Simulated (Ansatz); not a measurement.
# Reading a saddle point

A first-order saddle point of AlH4Cl2OF, closed shell, PBE0-D4/def2-TZVP, with one imaginary mode of 1007i cm⁻¹:

```json
{"atom": "Al1", "x (Å)": "-0.7989", "y (Å)": "0.3919", "z (Å)": "-0.4007"}
{"atom": "H2", "x (Å)": "-0.9377", "y (Å)": "-0.8492", "z (Å)": "0.8062"}
{"atom": "Cl3", "x (Å)": "-1.3975", "y (Å)": "-0.4548", "z (Å)": "-2.2170"}
{"atom": "Cl4", "x (Å)": "-1.8023", "y (Å)": "2.0266", "z (Å)": "0.4097"}
{"atom": "H5", "x (Å)": "1.3125", "y (Å)": "-0.1917", "z (Å)": "0.4866"}
{"atom": "O6", "x (Å)": "1.0000", "y (Å)": "0.5514", "z (Å)": "-0.3561"}
{"atom": "H7", "x (Å)": "-0.0556", "y (Å)": "-0.9527", "z (Å)": "1.0893"}
{"atom": "F8", "x (Å)": "1.1764", "y (Å)": "-0.9776", "z (Å)": "1.3506"}
{"atom": "H9", "x (Å)": "1.5032", "y (Å)": "0.4562", "z (Å)": "-1.1686"}
```

Ansatz 0.2.0; basis: def2-TZVPP and def2-QZVPP; cores frozen in the correlated methods. Extrapolation: Hartree–Fock as exp(−7.88 √X), correlation as X^−2.97.

Problem. Which contacts change along the imaginary mode, and what lies on either side? (Judge from chemistry; the calculation decides.)

Solution. Computed: The step is AlHCl₂ ([Cl][AlH][Cl]) + H₂O + HF → AlHCl₂O ([OH][Al]([Cl])[Cl]) + HF + H₂, with the molecules in contact on both sides. Shortening one way: Al1–O6, H2–H7, H5–F8; lengthening the same way: Al1–H2, H5–O6, H7–F8.
```tsv
pair	one side (Å)	saddle (Å)	other side (Å)
Al1–O6	1.92	1.81	1.71
H2–H7	1.46	0.93	0.76
H5–F8	1.71	1.18	0.95
Al1–H2	1.61	1.74	2.12
H5–O6	0.98	1.17	1.63
H7–F8	0.96	1.26	2.21
```

Problem. Which side is lower, and how far does the saddle lie above each? (An estimate is asked for; the value comes from the calculation.)

Solution. By the calculation: The side with Al1–O6, H2–H7, H5–F8 short is lower by 2.66 kcal/mol; the saddle lies 14.83 kcal/mol above it and 12.17 kcal/mol above the other (CCSD(T) at an estimated basis limit (MP2 extrapolated from triple and quadruple zeta, plus CCSD(T) − MP2 in triple zeta); electronic energies).

The T1 diagnostic stays at or below 0.011.

Labels in which every atom is bracketed show which atoms are joined, not bond orders.

For scale, one of the runs: CCSD(T)/def2-TZVPP, 244 basis functions, launched by `ansatz run in.yaml --threads 8 --pin off --events-out ev --progress --plain --max-ram 19148MiB`. The run took 44 s on 8 CPU threads of an Intel Xeon Platinum 8488C (shared host), with 4.7 GiB of host memory at its peak.
